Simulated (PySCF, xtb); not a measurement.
H9NSi4, SMILES N1[SiH2][SiH2][SiH2][SiH2]1.

Harmonic wavenumbers (cm⁻¹) from GFN2-xTB (xtb) at its own minimum, in rising order: 40, 51, 196, 297, 311, 334, 364, 423, 425, 441, 462, 471, 504, 508, 523, 576, 581, 599, 620, 676, 776, 811, 825, 837, 856, 961, 1204, 2129, 2134, 2147, 2156, 2163, 2168, 2171, 2172, 3458.

### Question
What does PBE-D3(BJ)/def2-SVP (PySCF 2.14.0) give at its own minimum? (An estimate is asked for; the answer gives what the named calculation found.)

### Answer
36, 59, 189, 297, 322, 355, 364, 402, 414, 421, 443, 521, 589, 597, 608, 617, 682, 683, 703, 748, 844, 864, 882, 899, 939, 959, 1140, 2114, 2116, 2130, 2133, 2144, 2146, 2161, 2165, 3478. Paired by order, the mean absolute difference is 38 cm⁻¹ and the zero-point energies are 50.6 and 51.7 kcal/mol.
